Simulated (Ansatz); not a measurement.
Computed with Ansatz on PBE0-D4/def2-TZVP structures; ΔE is electronic, products minus reactants. CCSD(T)/CBS is the MP2 limit (def2-TZVPP, def2-QZVPP) plus CCSD(T) − MP2 in def2-TZVPP, frozen cores. DFT in def2-TZVPP. One conformer a species, not always the lowest.

`NC[SiH](N)O` + `[SiH3]S` → `N[SiH](O)S[SiH3]` + CH₃NH₂  (ligand exchange at the Si–C bond)

`NC[SiH](N)O`:

Cartesian coordinates in Å:
```
N 1.238 -1.272 0.215
C 1.230 0.189 0.128
Si -0.558 0.736 0.062
N -1.424 0.071 -1.255
O -1.155 0.185 1.503
H 2.183 -1.636 0.230
H 0.790 -1.567 1.074
H 1.773 0.702 0.936
H 1.703 0.493 -0.812
H -0.702 2.214 -0.058
H -1.216 -0.864 -1.568
H -1.755 0.657 -2.002
H -2.108 0.091 1.547
```

`[SiH3]S`:

Z-matrix (Å, degrees):
```
Si
S 1 2.137
H 1 1.485 2 111.6
H 1 1.485 2 111.6 3 -122.0
H 1 1.482 2 104.8 3 119.0
H 2 1.344 1 94.7 3 60.9
```

`N[SiH](O)S[SiH3]`:

```xyz
12

N    -0.041   -1.549    1.948
Si   -0.099   -0.811    0.415
O     1.397   -0.478   -0.179
S    -1.060    1.089    0.471
Si   -0.335    1.862   -1.389
H     0.295   -1.057    2.760
H    -0.719   -2.253    2.189
H    -0.833   -1.757   -0.460
H     1.989   -1.224   -0.290
H    -0.372    0.814   -2.440
H     1.040    2.402   -1.268
H    -1.262    2.962   -1.758
```

CH₃NH₂:

```xyz
7

C     0.293   -0.253    0.416
N    -0.237    0.632   -0.607
H    -0.248   -1.202    0.544
H     0.289    0.264    1.379
H     1.334   -0.490    0.187
H    -1.199    0.874   -0.408
H    -0.232    0.176   -1.511
```

Problem. Is it downhill or uphill in electronic energy at CCSD(T)/CBS, and by how much? (An estimate is asked.)

Solution. Ansatz gave: Downhill: ΔE = -79.0 kJ/mol.

Problem. What do these levels give: r2SCAN-D4, PBE0-D4, ωB97X-V, ωB97M-V, B2PLYP, HF/def2-TZVPP, MP2/def2-TZVPP, SCS-MP2/def2-TZVPP, CCSD/def2-TZVPP, CCSD(T)/def2-TZVPP, SCS-MP2/def2-QZVPP, CCSD/CBS(def2)? (Best estimate.)

Solution. Computed: r2SCAN-D4 -81.3, PBE0-D4 -80.7, ωB97X-V -76.0, ωB97M-V -75.8, B2PLYP -76.6, HF/def2-TZVPP -78.1, MP2/def2-TZVPP -81.4, SCS-MP2/def2-TZVPP -78.5, CCSD/def2-TZVPP -74.1, CCSD(T)/def2-TZVPP -75.4, SCS-MP2/def2-QZVPP -80.5, CCSD/CBS(def2) -77.6 kJ/mol.

Largest T1 diagnostic among the species: 0.011.

The D4 term adds −4.6 kJ/mol with B3LYP and −2.4 kJ/mol with PBE0; it sums over pairs of atoms, weighted by their polarisabilities, and B3LYP, whose exchange is more repulsive, gets the larger term.

B3LYP here is the variant with VWN-RPA as its local correlation; programs differ in this.
